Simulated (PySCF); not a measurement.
## Correlation energy of Sb+ (antimony, charge +1)

[Kr] 4d10 5s2 5p1 5d1, one real determinant (an excited configuration). All numbers are calculated (PySCF 2.14, scalar relativity by spin-free X2C-1e, in aug-cc-pwCVTZ-DK3 with one added diffuse shell each of s, p, d, f type (11s10p8d5f1g, 125 functions)). Frozen: [Kr] 4d10; 4 electrons correlated.

MP2 pair energies summed by pair of shells (mhartree):

| pair | energy | share (%) |
| --- | --- | --- |
| 5s-5s | -19.49 | 37.1 |
| 5s-5p | -15.65 | 29.8 |
| 5s-5d | -14.07 | 26.8 |
| 5p-5d | -3.27 | 6.2 |

Total MP2 correlation energy: -52.48 mhartree.

Same-spin part -8.84 and opposite-spin part -43.64 mhartree; SCS-MP2 scales them by 1/3 and 6/5 to -55.32 mhartree.

The reference is one real determinant that mixes LS terms of this configuration.
